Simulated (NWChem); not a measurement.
System: CH3BCl2O; SMILES COB(Cl)Cl

NWChem input:

```
start job
memory heap 200 mb stack 900 mb global 1100 mb
geometry units angstroms noautosym nocenter noautoz
  B     -0.093077     0.164318     0.000000
  Cl    -0.350307     1.910098     0.000000
  Cl     1.568724    -0.468737     0.000000
  O     -1.175454    -0.631952     0.000000
  C     -1.172410    -2.054076     0.000000
  H     -1.713059    -2.409675     0.899895
  H     -1.713059    -2.409675    -0.899895
  H     -0.142657    -2.464896     0.000000
end
basis spherical
  * library 6-31g*
end
dft
  xc hfexch
  iterations 150
  mulliken
end
task dft energy
esp
  recalculate
  probe 0.07
  range 0.3
  factor 1.0
  spacing 0.02
end
task esp
```

Parts of the log:

```
             Northwest Computational Chemistry Package (NWChem) 7.3.0
             --------------------------------------------------------

                             Geometry "geometry" -> ""
                             -------------------------

 Output coordinates in angstroms (scale by  1.889725989 to convert to a.u.)

  No.       Tag          Charge          X              Y              Z
 ---- ---------------- ---------- -------------- -------------- --------------
    1 B                    5.0000    -0.09307700     0.16431800     0.00000000
    2 Cl                  17.0000    -0.35030700     1.91009800     0.00000000
    3 Cl                  17.0000     1.56872400    -0.46873700     0.00000000
    4 O                    8.0000    -1.17545400    -0.63195200     0.00000000
    5 C                    6.0000    -1.17241000    -2.05407600     0.00000000
    6 H                    1.0000    -1.71305900    -2.40967500     0.89989500
    7 H                    1.0000    -1.71305900    -2.40967500    -0.89989500
    8 H                    1.0000    -0.14265700    -2.46489600     0.00000000

 Effective nuclear repulsion energy (a.u.)     256.5791312433

  xc_inp: hfexch multiplicative factor not found.

                                 NWChem DFT Module
                                 -----------------

 Summary of "ao basis" -> "ao basis" (spherical)
 ------------------------------------------------------------------------------
       Tag                 Description            Shells   Functions and Types
 ---------------- ------------------------------  ------  ---------------------
 B                           6-31g*                  6       14   3s2p1d
 Cl                          6-31g*                  8       18   4s3p1d
 O                           6-31g*                  6       14   3s2p1d
 C                           6-31g*                  6       14   3s2p1d
 H                           6-31g*                  2        2   2s

            General Information
            -------------------
          SCF calculation type: DFT
          Wavefunction type:  closed shell.
          No. of atoms     :     8
          No. of electrons :    56
           Alpha electrons :    28
            Beta electrons :    28
          Charge           :     0
          Spin multiplicity:     1
          Use of symmetry is: off; symmetry adaption is: off
          Maximum number of iterations: 150
          AO basis - number of functions:    84
                     number of shells:    40
          Convergence on energy requested:  1.00D-06
          Convergence on density requested:  1.00D-05
          Convergence on gradient requested:  5.00D-04

              XC Information
              --------------
                     Hartree-Fock (Exact) Exchange  1.000

      Superposition of Atomic Density Guess
      -------------------------------------

 Sum of atomic energies:       -1057.33655793

      Non-variational initial energy
      ------------------------------

 Total energy =   -1059.223927
 1-e energy   =   -1968.687672
 2-e energy   =     652.884614
 HOMO         =      -0.385178
 LUMO         =       0.091207

     ---------------------------------------------
      Total Density - Mulliken Population Analysis
     ---------------------------------------------

    Atom       Charge   Shell Charges
 -----------   ------   -------------------------------------------------------
    1 B    5     4.11   2.00  0.52  0.91  0.31  0.26  0.11
    2 Cl  17    17.30   2.00  2.00  5.98  1.37  3.69  0.55  1.70  0.01
    3 Cl  17    17.31   2.00  2.00  5.98  1.37  3.69  0.55  1.71  0.01
    4 O    8     8.65   2.00  0.92  3.07  0.86  1.79  0.02
    5 C    6     6.21   2.00  0.69  1.81  0.64  1.01  0.05
    6 H    1     0.81   0.48  0.33
    7 H    1     0.81   0.48  0.33
    8 H    1     0.80   0.47  0.33

   convergence    iter        energy       DeltaE   RMS-Dens  Diis-err
 ---------------- ----- ----------------- --------- --------- ---------
 d= 0,ls=0.0,diis     1  -1058.1755012136 -1.31D+03  7.93D-03  5.20D-01
 d= 0,ls=0.0,diis     2  -1058.2358203054 -6.03D-02  2.81D-03  1.25D-01
 d= 0,ls=0.0,diis     3  -1058.2499330333 -1.41D-02  8.31D-04  4.93D-03
 d= 0,ls=0.0,diis     4  -1058.2507345650 -8.02D-04  2.56D-04  4.84D-04
 d= 0,ls=0.0,diis     5  -1058.2508035745 -6.90D-05  1.12D-04  2.24D-05
  Resetting Diis
 d= 0,ls=0.0,diis     6  -1058.2508103393 -6.76D-06  3.13D-05  2.16D-06
 d= 0,ls=0.0,diis     7  -1058.2508109669 -6.28D-07  7.38D-06  2.50D-07

         Total DFT energy =    -1058.250810966927
      One electron energy =    -1970.805557499277
           Coulomb energy =      729.579578915901
    Exchange-Corr. energy =      -73.603963626840
 Nuclear repulsion energy =      256.579131243288

 Numeric. integr. density =        0.000000000000

                       DFT Final Molecular Orbital Analysis
                       ------------------------------------

 Vector   26  Occ=2.000000D+00  E=-4.756699D-01
              MO Center=  4.7D-01, -7.3D-01, -4.2D-15, r^2= 3.3D+00
   Bfn.  Coefficient  Atom+Function         Bfn.  Coefficient  Atom+Function
  ----- ------------  ---------------      ----- ------------  ---------------
    41      0.563882  3 Cl pz                55     -0.335578  4 O  pz
    45      0.326035  3 Cl pz                59     -0.285092  4 O  pz
    37     -0.218238  3 Cl pz                69      0.152832  5 C  pz
    79      0.099526  6 H  s                 81     -0.099526  7 H  s
    80      0.096782  6 H  s                 82     -0.096782  7 H  s

 Vector   27  Occ=2.000000D+00  E=-4.645085D-01
              MO Center= -2.3D-01,  1.2D+00, -3.7D-15, r^2= 3.2D+00
   Bfn.  Coefficient  Atom+Function         Bfn.  Coefficient  Atom+Function
  ----- ------------  ---------------      ----- ------------  ---------------
    23      0.626925  2 Cl pz                27      0.361063  2 Cl pz
    41     -0.259566  3 Cl pz                19     -0.242497  2 Cl pz
    55     -0.191244  4 O  pz                59     -0.161366  4 O  pz
    45     -0.151947  3 Cl pz                37      0.100384  3 Cl pz
    69      0.092656  5 C  pz                80      0.066465  6 H  s

 Vector   28  Occ=2.000000D+00  E=-4.520470D-01
              MO Center=  3.8D-01,  9.0D-01, -6.6D-16, r^2= 3.6D+00
   Bfn.  Coefficient  Atom+Function         Bfn.  Coefficient  Atom+Function
  ----- ------------  ---------------      ----- ------------  ---------------
    21      0.574899  2 Cl px                40     -0.476277  3 Cl py
    25      0.320215  2 Cl px                44     -0.270738  3 Cl py
    17     -0.220893  2 Cl px                36      0.182855  3 Cl py
    67     -0.053252  5 C  px                39     -0.042117  3 Cl px
    71     -0.035862  5 C  px                58      0.034739  4 O  py

 Vector   29  Occ=0.000000D+00  E= 1.412449D-01
              MO Center= -5.1D-02,  1.8D-01,  3.8D-14, r^2= 2.6D+00
   Bfn.  Coefficient  Atom+Function         Bfn.  Coefficient  Atom+Function
  ----- ------------  ---------------      ----- ------------  ---------------
     9      0.847872  1 B  pz                 5      0.458895  1 B  pz
    59     -0.352808  4 O  pz                27     -0.307564  2 Cl pz
    45     -0.295644  3 Cl pz                55     -0.232825  4 O  pz
    41     -0.195517  3 Cl pz                23     -0.194147  2 Cl pz
    80      0.138764  6 H  s                 82     -0.138764  7 H  s

 Vector   30  Occ=0.000000D+00  E= 2.240785D-01
              MO Center=  3.8D-01,  3.1D-01, -3.8D-15, r^2= 4.8D+00
   Bfn.  Coefficient  Atom+Function         Bfn.  Coefficient  Atom+Function
  ----- ------------  ---------------      ----- ------------  ---------------
     6      2.454336  1 B  s                 26      0.861998  2 Cl py
    43      0.853626  3 Cl px                42     -0.829228  3 Cl s
    24     -0.821114  2 Cl s                  7      0.487053  1 B  px
    70     -0.451142  5 C  s                 44     -0.418649  3 Cl py
    56     -0.406532  4 O  s                  8      0.355293  1 B  py

[...]

                     NWChem Electrostatic Potential Fit Module
                     -----------------------------------------

 Atom parameters

 Number of atoms is                                    8
 Number of basis functions is                         84

 Grid parameters

 Maximum number of grid points is                  34818
 Number of grid points is                          34817
 Grid range                                     0.300000 nm
 Grid spacing                                   0.020000 nm
 Probe radius                                   0.070000 nm
 Atom radius factor                             1.000000

 Atomic radii

    1    0.100000
    5    0.158000
    6    0.147000
    8    0.136000
   17    0.169000
 FASTESP  F
  using M.O. file = ./job.movecs

    Atom              Coordinates                           Charge

                                                  ESP

    1 B    -0.009308    0.016432    0.000000    0.690094
    2 Cl   -0.035031    0.191010    0.000000   -0.258809
    3 Cl    0.156872   -0.046874    0.000000   -0.249099
    4 O    -0.117545   -0.063195    0.000000   -0.479465
    5 C    -0.117241   -0.205408    0.000000    0.255047
    6 H    -0.171306   -0.240968    0.089990    0.018090
    7 H    -0.171306   -0.240968   -0.089990    0.018100
    8 H    -0.014266   -0.246490    0.000000    0.006044
                                            ------------
                                                0.000000

 Dipole moment                                  1.151384

 Quadrupole moment Qxx                         -6.555879
                   Qyy                          2.535167
                   Qzz                          4.020712

 RMS deviation kJ/mol                           0.081548

 RRMS %                                        34.131373
```

Level: Hartree-Fock/6-31G* (spherical d). Structure relaxed at the PBE-D3(BJ)/def2-SVP level.
